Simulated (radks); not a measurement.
Task: Charge is removed step by step from the 6s level of neutral thallium, starting from [Hg] 6p1. Method: scalar-relativistic Kohn-Sham, PBE, spin-unpolarised, spherical densities, point nucleus; computed with a radial shooting solver on a logarithmic mesh with Libxc functionals. At the starting occupation the eigenvalue is -9.546 eV. Estimate the energy to remove one whole electron from this level, the eigenvalue at the end, and how far E(n) bends from a straight line.

Result: Delta-SCF 13.445 eV; final eigenvalue -17.558 eV; the deviation from the straight line is -1.004 eV at 0.5 electron removed, the largest on the grid computed. Slater's transition state (half an electron removed) gives 13.399 eV. Integrating minus the eigenvalue over the occupation (Janak's theorem) gives 13.449 eV. In this scalar-relativistic scheme the density is built from large components alone, so the theorem holds only approximately. The mean slope of the eigenvalue, de/dn, is 8.01 eV per electron.
